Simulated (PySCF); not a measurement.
The vertical singlet excitations below were computed for one of the candidates. Theory: TDDFT wB97X-D/def2-SVPD, vertical, gas phase, core orbitals frozen in the response in PySCF 2.14.0, density-fitted response routines. Geometries: GFN2-xTB, one conformer each.

| state | ν̃ (cm⁻¹) | f | main configurations (H = HOMO, L = LUMO) |
| --- | --- | --- | --- |
| S1 | 53050 | 0.016 | H→L (72%), H→L+3 (14%) |
| S2 | 56640 | 0.184 | H-1→L (39%), H→L+2 (32%), H-1→L+3 (10%) |
| S3 | 57230 | 0.137 | H→L+2 (52%), H-1→L (22%) |
| S4 | 57940 | 0.0079 | H→L+1 (50%), H→L+3 (14%), H→L+6 (12%) |
| S5 | 60050 | 0.0020 | H-2→L (50%), H-2→L+3 (22%) |
| S6 | 61480 | 0.017 | H→L+3 (34%), H→L+5 (22%), H→L+1 (15%) |
| S7 | 62550 | 0.0026 | H-1→L+1 (81%) |
| S8 | 63890 | 0.0078 | H→L+4 (74%) |

Triplets computed (Tamm–Dancoff): 4.59, 6.42, 6.53 eV.

Question: Which structure fits? All have the formula C4H9ClOSi.
A. `C=C(C)O[SiH2]CCl`
B. `[C@H]1(C[C@H]1OC)[SiH2]Cl`
C. `CO[C@@H]1C[C@@H]1[SiH2]Cl`
D. `CO[Si@@H](Cl)C1CC1`

Answer: A. Its S1, at 6.58 eV, is the lowest among the candidates; the nearest of the others has S1 at 7.30 eV. S1 is HOMO→LUMO (72%), HOMO→LUMO+3 (14%). Löwdin shares by element: HOMO carbon 69% or more, oxygen 18%; LUMO silicon 21%, chlorine 20%, carbon 10% or more, oxygen 7% (atoms not listed hold the other 42%). At the same level the other candidates give, for their lowest levels:
- `CO[Si@@H](Cl)C1CC1`: 7.69 eV (f 0.018); 8.09 eV (f 0.000); 8.16 eV (f 0.010); 8.23 eV (f 0.011); 8.45 eV (f 0.012); T1 7.38 eV; HOMO -10.08, LUMO 2.20 eV
- `CO[C@@H]1C[C@@H]1[SiH2]Cl`: 7.42 eV (f 0.012); 7.84 eV (f 0.022); 7.99 eV (f 0.003); 8.14 eV (f 0.001); 8.16 eV (f 0.018); T1 7.25 eV; HOMO -9.51, LUMO 2.15 eV
- `CO[C@@H]1C[C@H]1[SiH2]Cl`: 7.30 eV (f 0.020); 7.59 eV (f 0.014); 7.75 eV (f 0.041); 7.93 eV (f 0.004); 7.99 eV (f 0.019); T1 7.10 eV; HOMO -9.33, LUMO 1.84 eV

Conformer computed: `[CH2:1]=[C:2]([CH3:3])[O:4][SiH2:5][CH2:6][Cl:7]`: C1–C2–O4–Si5 1°, C2–O4–Si5–C6 -179°, O4–Si5–C6–Cl7 -178°.
